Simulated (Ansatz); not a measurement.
Mulliken charges of `C[O][In]([OH])[SH]` from B3LYP/def2-TZVPP in Ansatz (PBE0-D4/def2-TZVP geometry).

```json
{"atom": "C1", "x (Å)": "-1.713", "y (Å)": "-0.414", "z (Å)": "0.681", "charge (e)": "-0.106"}
{"atom": "O2", "x (Å)": "-0.398", "y (Å)": "-0.042", "z (Å)": "1.023", "charge (e)": "-0.510"}
{"atom": "In3", "x (Å)": "0.987", "y (Å)": "0.242", "z (Å)": "-0.349", "charge (e)": "0.888"}
{"atom": "O4", "x (Å)": "0.309", "y (Å)": "0.110", "z (Å)": "-2.202", "charge (e)": "-0.502"}
{"atom": "S5", "x (Å)": "3.205", "y (Å)": "0.730", "z (Å)": "0.299", "charge (e)": "-0.346"}
{"atom": "H6", "x (Å)": "-2.042", "y (Å)": "-0.018", "z (Å)": "-0.288", "charge (e)": "0.098"}
{"atom": "H7", "x (Å)": "-1.823", "y (Å)": "-1.505", "z (Å)": "0.649", "charge (e)": "0.086"}
{"atom": "H8", "x (Å)": "-2.393", "y (Å)": "-0.030", "z (Å)": "1.448", "charge (e)": "0.092"}
{"atom": "H9", "x (Å)": "0.981", "y (Å)": "0.275", "z (Å)": "-2.867", "charge (e)": "0.172"}
{"atom": "H10", "x (Å)": "2.887", "y (Å)": "0.654", "z (Å)": "1.604", "charge (e)": "0.128"}
```

Q: By hand: the dipole of these point charges (1 e Å = 4.8032 D).

A: Σ q r = (-0.042, -0.031, -0.029) e Å, of length 0.060 e Å = 0.29 D.

Q: How does the dipole of the full density compare? (Estimate.)

A: Ansatz gave: (0.142, 0.015, -0.075) e Å, 0.77 D; the point charges give 0.38 times that, at 116° from its direction.

Point charges leave out the atoms' own dipoles, such as those of lone pairs, and Mulliken's split depends on the basis, so the two needn't agree.

B3LYP here is the variant with VWN-RPA as its local correlation; programs differ in this.
